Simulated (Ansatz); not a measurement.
`C[SiH2]C(F)(F)Cl` + H₂O → `OC(F)(F)Cl` + `C[SiH3]` at 700 K and 1 bar (formal hydrolysis of a C–Si bond).

Program: Ansatz. Geometries: PBE0-D4/def2-TZVP. ΔE: electronic, gas phase. CBS: MP2 limit from def2 TZ/QZ plus the TZ coupled-cluster correction, frozen cores. This one scheme is used for every species. One conformer a species, not always the lowest.

| species | CCSD(T)/CBS energy (Eh) | H − E (kJ/mol) | S (J/(mol·K)) |
| --- | --- | --- | --- |
| `C[SiH2]C(F)(F)Cl` | -1027.55359 | 262.0 | 505.3 |
| H₂O | -76.37941 | 80.5 | 218.4 |
| `OC(F)(F)Cl` | -773.18536 | 124.3 | 380.6 |
| `C[SiH3]` | -330.73916 | 210.8 | 332.0 |

H − E and S are ideal-gas, rigid-rotor, harmonic terms from PBE0-D4/def2-TZVP, for one conformer and one mirror image of each species. 1 Eh = 2625.50 kJ/mol, R = 8.31446 J/(mol·K).

Question: By hand: ΔE, ΔH, ΔS and ΔG.

Answer: ΔE = (-773.18536) + (-330.73916) − (-1027.55359) − (-76.37941) = 0.00848 Eh = 22.3 kJ/mol. Δ(H − E) = 124.3 + 210.8 − 262.0 − 80.5 = -7.4, so ΔH = 14.9 kJ/mol. ΔS = 380.6 + 332.0 − 505.3 − 218.4 = -11.1 J/(mol·K). ΔG = 14.9 − 700 × (-11.1)/1000 = 22.7 kJ/mol.

Question: By hand: the equilibrium constant, and the temperature at which ΔG would vanish if ΔH and ΔS stayed fixed.

Answer: log₁₀ K = −ΔG/(RT ln 10) = -1.7. ΔH and −TΔS have one sign here, so there is no such temperature.

TΔS isn't small against ΔH here. A doubt of 5 kJ/mol in ΔE shifts log₁₀ K by 0.4 here. Other conformers and mirror images would add mixing entropy, several J/(mol·K) or more a flexible species. These are equilibria of isolated gas molecules and say nothing of rates. Largest T1 diagnostic: 0.012 (customary marks: 0.02 for closed shells, 0.045 for open ones).

ΔS is within the doubt of such terms, so its sign, and with it that verdict, could turn.
